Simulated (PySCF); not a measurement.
C4H10O2, singlet, at a GFN2-xTB geometry. Base run: PySCF with DF-B3LYP/def2-SV(P).

The PySCF input:
```python
from pyscf import gto, scf, dft

mol = gto.Mole()
mol.atom = '''
    C     2.54950472    0.54334797   -0.24605806
    O     1.38345909   -0.09997987    0.19559518
    C     0.23988357    0.24045846   -0.55972664
    C    -0.95499430   -0.50342354    0.04806535
    C    -2.24478646   -0.19004403   -0.69843881
    O    -1.11983341   -0.13106068    1.39642165
    H     2.45241018    1.63403526   -0.17660422
    H     3.35582024    0.20771282    0.40294336
    H     2.78045923    0.27681584   -1.28466438
    H     0.06530137    1.32623464   -0.51216537
    H     0.37389487   -0.04723821   -1.61269568
    H    -0.74305430   -1.58420892   -0.01046806
    H    -2.44188471    0.87797047   -0.66031259
    H    -2.17127461   -0.50778994   -1.73444189
    H    -3.06987896   -0.70923108   -0.22025609
    H    -0.24844409   -0.16800953    1.80947925
'''
mol.basis = 'def2-sv(p)'
mol.verbose = 4
mol.build()

mf = dft.RKS(mol)
mf.xc = 'b3lyp'
mf = mf.density_fit(auxbasis='def2-universal-jkfit')
mf.kernel()
mf.analyze()
```

Each row names what was changed in the base input (with any setting that the change needs).

```json
[
 {"change": "base", "ΔE vs base (µEh)": "0.0", "SCF cycles": "10"},
 {"change": "level_shift = 1.0 (with mf.max_cycle = 100)", "ΔE vs base (µEh)": "0.0", "SCF cycles": "25"},
 {"change": "level_shift = 0.5 (with mf.max_cycle = 100)", "ΔE vs base (µEh)": "0.0", "SCF cycles": "15"},
 {"change": "diis = off; damp = 0.6 (with mf.diis_start_cycle = 200; with mf.max_cycle = 150)", "ΔE vs base (µEh)": "0.0", "SCF cycles": "19"},
 {"change": "conv_tol = 1e-4", "ΔE vs base (µEh)": "6.9", "SCF cycles": "6"},
 {"change": "conv_tol = 1e-6", "ΔE vs base (µEh)": "0.0", "SCF cycles": "8"},
 {"change": "solver = newton", "ΔE vs base (µEh)": "0.0", "SCF cycles": "-"},
 {"change": "conv_tol_grad = 1e-3", "ΔE vs base (µEh)": "0.0", "SCF cycles": "10"},
 {"change": "conv_tol = 1e-12", "ΔE vs base (µEh)": "0.0", "SCF cycles": "13"},
 {"change": "diis_space = 2", "ΔE vs base (µEh)": "0.0", "SCF cycles": "25"},
 {"change": "init_guess = sap", "ΔE vs base (µEh)": "0.0", "SCF cycles": "13"},
 {"change": "diis = off; damp = 0.3 (with mf.diis_start_cycle = 200; with mf.max_cycle = 150)", "ΔE vs base (µEh)": "0.0", "SCF cycles": "61"},
 {"change": "DIIS = ADIIS", "ΔE vs base (µEh)": "0.0", "SCF cycles": "14"}
]
```
